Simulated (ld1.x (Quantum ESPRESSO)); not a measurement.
# Logarithmic derivatives: manganese, TM

| Item | Value |
| --- | --- |
| Element | Mn (Z = 25) |
| Generator | ld1.x (Quantum ESPRESSO) 7.5 |
| Type | norm-conserving Troullier–Martins (Kleinman–Bylander form) |
| Functional | PBE |
| Relativity | scalar-relativistic |
| Frozen core | [Ne] |
| Valence charge | 15 |
| Reference configuration | 3s2 3p6 3d5 4s2 4p0 |
| Partial waves | 3p (bound): rc 1.25 bohr; 3d (bound): rc 1.00 bohr; 3s (bound): rc 0.95 bohr |
| Local potential | the s channel |
| Core correction | none |

Occupied shells without a wave of their own: 4s. They enter only through the test configuration that unscreens the potential.

The phase is arctan(r·u′/u) with u = r·R(r), unwrapped; energies in Ry, scanned from -8 to 5 Ry. A pole is an energy at which the radial function vanishes at the test radius. The pseudo phase is shifted by a multiple of π to meet the all-electron one at the reference energy, and phase errors are pseudo minus all-electron; the curves can meet again beyond the range given. Levels narrower than the energy grid can be missing from the lists of poles.

| channel | radius (bohr) | reference energy (Ry) | poles, all-electron | poles, pseudo | unbroken range about the reference energy with phases within 0.05 rad | phase error 1 Ry above the reference energy (rad) |
| --- | --- | --- | --- | --- | --- | --- |
| s | 1.35 | -6.31 | -4.71 | -4.72 | below 3.2 | -0.001 |
| p | 1.35 | -4.01 | -2.11 | -2.13 | the whole range | -0.001 |
| d | 1.35 | -0.50 | 1.74 | 1.74 | the whole range | +0.000 |

Phases in the s channel:

| E (Ry) | all-electron | pseudo |
| --- | --- | --- |
| -8.00 | 0.710 | 0.706 |
| -7.52 | 0.256 | 0.251 |
| -7.04 | -0.498 | -0.500 |
| -6.56 | -1.043 | -1.043 |
| -6.08 | -1.302 | -1.302 |
| -5.60 | -1.438 | -1.439 |
| -5.12 | -1.521 | -1.522 |
| -4.64 | -1.578 | -1.579 |
| -4.16 | -1.620 | -1.621 |
| -3.68 | -1.653 | -1.655 |
| -3.20 | -1.681 | -1.683 |
| -2.72 | -1.705 | -1.708 |
| -2.24 | -1.727 | -1.730 |
| -1.76 | -1.748 | -1.752 |
| -1.28 | -1.768 | -1.773 |
| -0.80 | -1.788 | -1.795 |
| -0.32 | -1.809 | -1.817 |
| 0.16 | -1.830 | -1.840 |
| 0.64 | -1.853 | -1.866 |
| 1.12 | -1.878 | -1.894 |
| 1.60 | -1.906 | -1.926 |
| 2.08 | -1.938 | -1.963 |
| 2.56 | -1.974 | -2.007 |
| 3.04 | -2.016 | -2.060 |
| 3.52 | -2.067 | -2.126 |
| 4.00 | -2.129 | -2.210 |
| 4.48 | -2.207 | -2.320 |
| 4.96 | -2.306 | -2.468 |
